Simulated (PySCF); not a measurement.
Molfile (atoms numbered from 1):
```
C7H10O2Si
     RDKit          3D

 20 19  0  0  0  0  0  0  0  0999 V2000
   -3.1081   -0.0081   -0.5052 C   0  0  0  0  0  0  0  0  0  0  0  0
   -1.8591   -0.3167   -0.1329 C   0  0  0  0  0  0  0  0  0  0  0  0
   -1.4580   -1.7402    0.0965 C   0  0  0  0  0  0  0  0  0  0  0  0
   -0.9127    0.7585    0.0594 C   0  0  0  0  0  0  0  0  0  0  0  0
    0.4195    0.7313    0.2811 C   0  0  0  0  0  0  0  0  0  0  0  0
    1.0852    1.9996    0.5347 C   0  0  0  0  0  0  0  0  0  0  0  0
    2.2677    2.0767    0.7886 O   0  0  0  0  0  0  0  0  0  0  0  0
    1.7522   -0.6224    0.3041 Si  0  0  0  0  0  4  0  0  0  0  0  0
    3.2322    0.2487   -0.5581 C   0  0  0  0  0  0  0  0  0  0  0  0
    3.1623    0.6428   -1.6963 O   0  0  0  0  0  0  0  0  0  0  0  0
   -3.8562   -0.7659   -0.6630 H   0  0  0  0  0  0  0  0  0  0  0  0
   -3.4152    1.0082   -0.6866 H   0  0  0  0  0  0  0  0  0  0  0  0
   -0.8375   -1.8281    0.9849 H   0  0  0  0  0  0  0  0  0  0  0  0
   -0.8876   -2.1093   -0.7528 H   0  0  0  0  0  0  0  0  0  0  0  0
   -2.3397   -2.3651    0.2137 H   0  0  0  0  0  0  0  0  0  0  0  0
   -1.3765    1.7430    0.0266 H   0  0  0  0  0  0  0  0  0  0  0  0
    0.4544    2.9076    0.5104 H   0  0  0  0  0  0  0  0  0  0  0  0
    2.0969   -0.9588    1.6860 H   0  0  0  0  0  0  0  0  0  0  0  0
    1.4054   -1.7875   -0.5061 H   0  0  0  0  0  0  0  0  0  0  0  0
    4.1697    0.3964    0.0119 H   0  0  0  0  0  0  0  0  0  0  0  0
  1  2  2  0
  2  3  1  0
  2  4  1  0
  4  5  2  0
  5  6  1  0
  6  7  2  0
  5  8  1  0
  8  9  1  0
  9 10  2  0
  1 11  1  0
  1 12  1  0
  3 13  1  0
  3 14  1  0
  3 15  1  0
  4 16  1  0
  6 17  1  0
  8 18  1  0
  8 19  1  0
  9 20  1  0
M  END
```

Computational details: coordinates at the GFN2-xTB level, σ from GIAO-PBE0/pcSseg-1, in PySCF 2.14 (in vacuum, non-relativistic Hamiltonian, one averaged value for each set of equivalent atoms, a single conformation).

Shifts are taken against calculated references (same method and geometry level): 13C (σref 186.93) and 1H (σref 31.72) and 29Si (σref 349.16) vs TMS; 17O (σref 336.08) against H2O.

```tsv
atoms	nucleus	count	Hirshfeld charge	δ (ppm)
O7	17O	1	-0.19	662.9
C1	13C	1	-0.07	?
H18/H19	1H	2	-0.07	4.55
H20	1H	1	0.03	?
C2	13C	1	0.02	152.4
Si8	29Si	1	0.31	-78.1
C5	13C	1	-0.11	146.0
O10	17O	1	-0.23	815.4
H11	1H	1	0.06	6.11
H13/H14/H15	1H	3	0.05	?
H12	1H	1	0.05	?
H16	1H	1	0.05	7.68
H17	1H	1	0.05	9.54
C9	13C	1	0.03	233.4
C4	13C	1	0.00	175.2
C6	13C	1	0.12	?
C3	13C	1	-0.11	24.9
```

**Question.** Fill in the missing shifts.

**Answer.** 
- C6: 205.0 ppm, aldehyde carbonyl carbon; the double bond to the heteroatom, with no lone-pair donor beside it, deshields it most
- C1: 141.0 ppm, terminal =CH2 carbon; an sp2 carbon of a C=C bond
- H20: 12.13 ppm, hydrogen on a carbonyl carbon
- H12: 6.00 ppm, hydrogen on a terminal =CH2 carbon; a vinylic proton, deshielded by the sp2 carbon and the C=C anisotropy
- H13/H14/H15: 2.20 ppm, hydrogen on an allylic methyl carbon; allylic position

Shifts are as computed. Against solution values, carbons near 30 ppm lie about +3 ppm off and those near 130 ppm about +5 ppm. Of 1309 compounds with measured shifts, 239 miss one by over three times the rms of a fit or turn the order of signals round; such compounds aren't used in these exercises. Unscaled 17O shifts of doubly bonded oxygen tend to come out too high, by tens of ppm or more. Experimental scales use liquid or dissolved standards, which lie at an offset from isolated H2O (liquid H2O: subtract about 36 ppm).
